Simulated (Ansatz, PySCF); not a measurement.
Pair of molecules: H4SeSi (SMILES [SiH3][SeH]) (first 6 atoms) with HF (SMILES F); geometry from B3LYP-D3(BJ)/def2-TZVP, rigid monomers moved along the line of their centres of mass till Se2···H8 is 3.29 Å.
(charge 0, multiplicity 1):
```xyz
8

Si     0.61403    -1.35464     0.86011
Se    -0.47344     0.68384     0.98736
H      0.05015    -2.15992    -0.24271
H      2.01750    -0.99594     0.57953
H      0.48859    -2.07773     2.13964
H     -1.75220     0.08040     1.39748
F      1.14749     0.90474     4.86502
H      0.69650     1.01427     4.04778
```

Interaction energies are E(AB) − E(A) − E(B) at the monomers' geometry in the complex; basis-set methods are counterpoise corrected.

Correlated levels freeze the cores. Filled d and f shells under p-block atoms count as core. CBS: X⁻³ extrapolation of the correlation energy, Hartree–Fock from the larger set.

Programs: Ansatz (an electronic-structure program); PySCF for the dispersion terms. 

PBE/def2-TZVPPD gives -2.70 kcal/mol for the interaction energy.

Question: How do the other levels lie against it? Give each less PBE: PBE-D3(BJ)/def2-TZVPPD, r2SCAN/def2-TZVPPD, PBE0/def2-TZVPPD, wB97M-V/def2-TZVPPD, MP2/CBS(def2-SVPD, def2-TZVPPD), CCSD(T)/CBS(def2-SVPD, def2-TZVPPD).

Answer: PBE-D3(BJ)/def2-TZVPPD -0.42; r2SCAN/def2-TZVPPD 0.06; PBE0/def2-TZVPPD 0.13; wB97M-V/def2-TZVPPD 0.02; MP2/CBS(def2-SVPD, def2-TZVPPD) 0.15; CCSD(T)/CBS(def2-SVPD, def2-TZVPPD) 0.17 kcal/mol. 5 of 6 lie above PBE; the widest gap is to PBE-D3(BJ)/def2-TZVPPD.
